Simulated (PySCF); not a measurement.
C6H4S.
Structure used (GFN2-xTB), in Å, numbered top down from 1:
```
atom  x, y, z in Å
C1    -2.6651   -0.5586   -0.0047
C2    -1.4702   -0.9599    0.4228
C3    -0.2844   -0.2326    0.2372
C4     0.7431    0.3861    0.0813
C5     1.9326    1.1064   -0.1006
C6     3.0967    0.6878    0.3292
S7     4.4810    0.1987    0.8359
H8    -3.5471   -1.1521    0.1608
H9    -2.7954    0.3721   -0.5306
H10   -1.3532   -1.8986    0.9513
H11    1.8676    2.0534   -0.6238
```

IAO charges (e) from the PBE0/pcSseg-1 density (PySCF), one withheld:

| atom | bonded to | charge |
| --- | --- | --- |
| C1 | C2 H8 H9 | ? |
| C2 | C1 C3 H10 | -0.1549 |
| C3 | C2 C4 | -0.0430 |
| C4 | C3 C5 | -0.0434 |
| C5 | C4 C6 H11 | -0.2652 |
| C6 | C5 S7 | -0.0432 |
| S7 | C6 | +0.1509 |
| H8 | C1 | +0.1581 |
| H9 | C1 | +0.1586 |
| H10 | C2 | +0.1702 |
| H11 | C5 | +0.2055 |

Task: What is the charge on C1?

Result: The charges add up to the total charge, 0. The others sum to +0.2936, which leaves -0.2936 e for C1 (terminal =CH2 carbon).

Task: Add each hydrogen's charge to the atom that carries it.

Result: C1 +0.0231, C2 +0.0153, C5 -0.0597. Atoms without hydrogen keep their charges.

Task: Across which bond do the charges differ most?

Result: H11–C5: +0.2055 on H11 against -0.2652 on C5, a difference of 0.4707 e. The lower charge is on the more electronegative element of the two (Pauling values: C 2.55, H 2.20).

Task: Take the bonds between elements whose Pauling electronegativities differ by more than 0.25. In how many does the more electronegative atom carry the lower charge?

Result: In 4 of 4.

Task: How much positive and how much negative charge does this set hold in all?

Result: +0.8433 e on 5 atoms and -0.8433 e on 6.

The IAO scheme counts the electrons in orthogonalised intrinsic atomic orbitals, a minimal basis polarised so that it spans the occupied orbitals exactly. Isolated species at its GFN2-xTB geometry, gas phase.
